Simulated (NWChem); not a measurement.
System: CAuO, doublet; SMILES [O+]#[C-]->[Au]

Input file for NWChem:

```
start job
memory heap 200 mb stack 900 mb global 1100 mb
geometry units angstroms
  Au    -0.194214    -0.179162    -0.160798
  O      1.753999     1.209118     1.444247
  C      0.848476     1.327456     0.713093
end
basis spherical
  * library def2-svp
end
ecp
  Au library def2-ecp
end
dft
  odft
  mult 2
  xc pbe0
  iterations 150
end
driver
  maxiter 120
end
task dft optimize
dft
  grid fine
  convergence energy 1d-8 density 1d-7
end
task dft freq numerical
```

In the optimisation the excess spin sits in a' (Cs, its own frame). This spin state was assumed; another may lie lower. def2 effective core potentials on Au; no spin-orbit coupling.

The level has its own optimisation; frequencies are unscaled.

Task: What results follow from this input? (PBE0/def2-SVP with def2 effective core potentials on Au, spin-unrestricted.) Quantities: r Au–C (Å); r C–O (Å); highest harmonic frequency (cm⁻¹); lowest (cm⁻¹); zero-point energy (kcal/mol).

Result: 
| Property | Value |
|---|---|
| r Au–C (Å) | 2.023 |
| r C–O (Å) | 1.142 |
| highest harmonic frequency (cm⁻¹) | 2125 |
| lowest (cm⁻¹) | 239 |
| zero-point energy (kcal/mol) | 3.9 |
